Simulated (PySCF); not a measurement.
**Potential energy of SnF⁻ along the bond**

Set-up: PySCF, scalar-relativistic core potentials, basis sets Sn aug-cc-pVDZ-PP with ECP28, F aug-cc-pVDZ. Energies in eV from Sn + F⁻ in their ground configurations at the same level. State: ³Σ⁻ (triplet), unpaired electrons π ↑↑.

```
R (Å)    PBE0
1.782  -2.010
1.865  -2.480
1.948  -2.723
2.010  -2.803
2.072  -2.820
2.134  -2.792
2.217  -2.708
2.321  -2.554
2.445  -2.337
2.611  -2.038
```

Problem. Put a parabola through the three lowest points of the PBE0 curve and estimate Re, k and ωe (reduced mass 16.4 u; 1 eV/Å² = 0.16022 mdyn/Å; ωe = 1302.8·√(k/μ) cm⁻¹).

Solution. Through R = 2.01, 2.072, 2.134 Å the second-order coefficient is 5.85 eV/Å², so Re ≈ 2.064 Å, k ≈ 1.88 mdyn/Å and ωe ≈ 441 cm⁻¹. A polynomial fit of higher order to the unrounded PBE0 energies gives Re = 2.062 Å, k = 1.96 mdyn/Å, ωe = 450 cm⁻¹; anharmonicity and rounding make the difference.

The higher-order fit for each curve: PBE0: Re = 2.062 Å, ωe = 450 cm⁻¹, De = 2.82 eV.

Spin–orbit coupling is left out, which matters for elements this heavy, above all for dissociation energies. For an ion De counts to the pair picked by the measured ionisation energies or electron affinities, which need not be the lowest pair at this level. The highest Kohn–Sham level is positive in this anion. Much of that is self-interaction error, but it also means that the finite basis helps to hold the extra electron. The state is the lowest determinant that a PBE0 search found; another state may lie lower at other levels.
